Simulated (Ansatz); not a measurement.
Basis-set extrapolation for C₂H₄BFSi, SMILES `FC1=CB1[SiH3]` (PBE0-D4/def2-TZVP geometry, frozen core, Ansatz 0.2.0). Multiplicity 1, RHF reference.

```csv
,def2-TZVPP,def2-QZVPP
HF,-491.139266,-491.156669
MP2 correlation,-0.762095,-0.820524
CCSD(T) correlation,-0.832524,not run
```

Energies in hartree. Use E(X) = E(∞) + A·exp(−7.88·√X) for Hartree–Fock and E(X) = E(∞) + B·X^(−2.97) for correlation, with X = 3 and 4, and add CCSD(T) minus MP2 of the smaller set to the MP2 limit.

What is the CCSD(T) energy at the basis-set limit?

HF limit: -491.156669 + (-0.017403) × 0.13774 = -491.15907. MP2 limit: -0.820524 + (-0.058429) × 0.74074 = -0.86380. Higher-order term: -0.832524 − (-0.762095) = -0.07043. Total: -492.09330 hartree, 319.0 kJ/mol below CCSD(T)/def2-TZVPP.
